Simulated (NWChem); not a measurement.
Molecule: C2H7GeN, singlet; SMILES C[N](C)[GeH]

```xyz
11

Ge     0.0098     1.0671     0.0004
H      1.6101     1.1513    -0.0002
N      0.0006    -0.7632    -0.0003
C     -1.2587    -1.4728    -0.0003
C      1.1422    -1.6468    -0.0012
H     -1.3579    -2.1213    -0.8913
H     -1.3561    -2.1243     0.8886
H     -2.1010    -0.7652     0.0017
H      1.1390    -2.3071     0.8872
H      1.1395    -2.3048    -0.8913
H      2.0752    -1.0693    -0.0003
```
Atoms are numbered in this order, from 1.

Level: PBE0/def2-SVP (NWChem), optimised geometry, unscaled harmonic frequencies. Low-valent species are run as closed-shell singlets; no triplet was tried in these runs.

Task: List the harmonic frequencies with IR intensities, and the thermochemistry.

Result: 
| frequency (cm⁻¹) | IR intensity (km/mol) |
|---|---|
| 202 | 1.8 |
| 236 | 0.5 |
| 293 | 0.1 |
| 328 | 11.0 |
| 343 | 3.0 |
| 420 | 1.6 |
| 581 | 21.7 |
| 793 | 41.9 |
| 1024 | 84.1 |
| 1072 | 1.6 |
| 1104 | 0.8 |
| 1157 | 5.1 |
| 1253 | 52.1 |
| 1291 | 16.8 |
| 1417 | 1.9 |
| 1444 | 17.2 |
| 1449 | 0.9 |
| 1460 | 16.2 |
| 1468 | 21.8 |
| 1492 | 3.5 |
| 1894 | 374.4 |
| 3000 | 40.4 |
| 3006 | 118.2 |
| 3065 | 56.6 |
| 3073 | 7.1 |
| 3147 | 7.4 |
| 3176 | 4.5 |

```
Quantity                                                                            Value
-----------------------------------------------------------------------  ----------------
zero-point energy                                                           56.0 kcal/mol
thermal correction to the enthalpy at 298.15 K (with zero-point energy)     60.2 kcal/mol
heat capacity Cv                                                         19.7 cal/(mol K)
entropy at 298.15 K and 1 atm (symmetry number 1)                        76.2 cal/(mol K)
dipole moment                                                                      1.85 D
```

Rigid rotor and harmonic oscillator.
